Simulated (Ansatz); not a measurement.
# Ligand exchange: InH2(NH2) + C2H6MgO → InH2(OH) + C2H7MgN

Species: InH2(NH2), singlet; C2H6MgO `C[CH2][Mg][OH]`, singlet; InH2(OH), singlet; C2H7MgN `C[CH2][Mg][NH2]`, singlet. The partners trade NH2 for OH: In–NH2 and Mg–OH bonds give way to In–OH and Mg–NH2.

Shapes, held fixed at every level: PBE0-D4/def2-TZVP. Programs: Ansatz 0.2.0. The zero-point and thermal change to 298 K, harmonic and unscaled (PBE0-D4/def2-TZVP), is -0.6 kJ/mol.

| level | kind | ΔH(298 K) (kJ/mol) | less CCSD(T)/def2-TZVPP | CPU time (sum over the molecules) |
| --- | --- | --- | --- | --- |
| PBE0-D4/def2-TZVPP | global hybrid | +45.2 | -0.4 | 19 s |
| r2SCAN0-D4/def2-TZVPP | global hybrid | +47.9 | +2.3 | 31 s |
| wB97M-V/def2-TZVPP | range-separated hybrid | +46.7 | +1.1 | 78 s |
| wB97X-V/def2-TZVPP | range-separated hybrid | +46.5 | +0.9 | 61 s |
| B2PLYP/def2-TZVPP | double hybrid | +45.8 | +0.2 | 36 s |
| MP2/def2-SVP | perturbation theory | +55.9 | +10.3 | – |
| CCSD/def2-TZVPP | coupled cluster or CI | +47.3 | +1.7 | – |
| CCSD(T)/def2-TZVPP | coupled cluster or CI | +45.6 | 0.0 | 12 min |

The highest level, CCSD(T)/def2-TZVPP, gives ΔH(298 K) = +45.6 kJ/mol; the levels span +45.2 to +55.9. The column of differences is taken from that level and isn't an error. No measured value is set beside it here. For atoms past krypton def2 sets carry core potentials with scalar relativity. Outer-core shells of In, Mg are correlated in most correlated rows, in sets that cover them unevenly. Times are processor times on shared x86 and Arm servers, and rough.
